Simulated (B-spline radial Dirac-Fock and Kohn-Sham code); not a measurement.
**Ionisation of each subshell: K²⁺**

System: the K²⁺ ion, configuration [Ne] 3s2 3p5; nuclear rms radius 3.4349 fm (A = 39).

Input file task.json (cfg lists n, l and occupation; rrms is the nuclear radius in fm):

```json
{"items": [{
  "Z": 19,
  "q": 2,
  "cfg": [[1, 0, 2], [2, 0, 2], [2, 1, 6], [3, 0, 2], [3, 1, 5]],
  "A": 39,
  "rrms": 3.4349,
  "do": ["binding"]
}]}
```

Run with: `python xray_run.py task.json out`

Calculated with a radial finite-basis atomic code, using Dirac-Fock (average of configuration) total-energy differences with a finite nucleus, the Breit interaction including its frequency dependence, and self-energy and vacuum-polarisation corrections. The model has no electron correlation. Energies are counted from the vacuum level. Subshells whose hole state is unreliable or did not converge are left out.

All terms are in eV, carry their sign (relaxation lowers the binding energy) and add up to the binding energy; ⟨r⟩ is the mean radius of the orbital in the initial state.

```tsv
subshell	−ε (Koopmans)	relaxation	Breit	QED	binding energy	⟨r⟩ (bohr)
1s	3674.9	-30.31	-2.80	-1.22	3640.6	0.081
2s	420.6	-8.66	-0.14	-0.10	411.7	0.384
2p1/2	338.8	-9.77	-0.25	0.02	328.8	0.347
3s	67.81	-1.09	-0.01	-0.01	66.69	1.238
3p	46.57	-0.98	-0.01	0.00	45.58	1.362
```

For the deepest level, K (1s), the Breit terms make up -0.077 % of the binding energy, QED -0.033 % and orbital relaxation -0.833 %.

Going to the tabulated ground configuration of the next ion removes an electron from M2,3 (3p), computed at 45.58 eV. NIST lists 45.8031 eV as the ionisation energy of this species (semi-empirical), +0.23 eV from the computed value. Where a p, d or f shell is open in either ion the computed value averages over both j values and all terms, while the table refers to the lowest levels; that difference holds spin-orbit splitting (largest in heavy or highly charged ions), term energies where several electrons share open shells, and correlation, and it can reach 10 % or more.
